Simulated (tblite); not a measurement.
What does the GFN2-xTB structure of `[SiH2](S[SiH2]P)CC` look like in three dimensions?

```
atom  x, y, z in Å
C1    -2.7113   -0.8015    0.7751
C2    -2.3637    0.4047   -0.0925
Si3   -0.5177    0.5152   -0.5107
S4     0.5075    0.7686    1.3741
Si5    2.5736    0.7816    0.8061
P6     3.1284   -1.0914   -0.2891
H7    -3.7726   -0.8091    1.0170
H8    -2.1484   -0.7715    1.7050
H9    -2.4728   -1.7292    0.2594
H10   -2.6759    1.3145    0.4229
H11   -2.9335    0.3606   -1.0216
H12   -0.0053   -0.7041   -1.1314
H13   -0.2133    1.6887   -1.3279
H14    3.2415    0.9956    2.0843
H15    2.8049    1.8965   -0.1107
H16    4.4877   -0.8907   -0.1396
H17    3.0638   -1.9167    0.8193
```

Any rigid rotation of these coordinates is as good. Atoms count from 1 in this order. P6 (three-coordinate phosphorus) is pyramidal (angles 95.5°, 94.0° and 92.6°, sum 282.1°, 0.84 Å off the plane of its three neighbours). Si5 (SiH2 silicon) is distorted tetrahedral (angles from 102.1° to 116.0°). Of the pairs four or more bonds apart, S4···H8 is among the closest relative to their van der Waals radii: 3.09 Å, 103 % of the sum of Bondi's values. Si3 (SiH2 silicon) is tetrahedral (angles from 106.0° to 112.7°).

Bonds between heavy atoms (Å): C1–C2 1.526, C2–Si3 1.896, Si3–S4 2.160, S4–Si5 2.143, Si5–P6 2.240.

The geometry is computed with GFN2-xTB (gas phase).

Point group: C1 (no symmetry element, even within 0.4 Å). Its GFN2-xTB frequencies are all real (lowest 16 cm⁻¹). The numbers are those of one conformer (C1–C2–Si3–S4 -63°, C2–Si3–S4–Si5 177°, Si3–S4–Si5–P6 -57°, S4–Si5–P6–H -164° and -71°). 3 starts were optimised and ended at 0.00, 0.71 and 1.38 kcal/mol (GFN2-xTB); the lowest of these is shown.
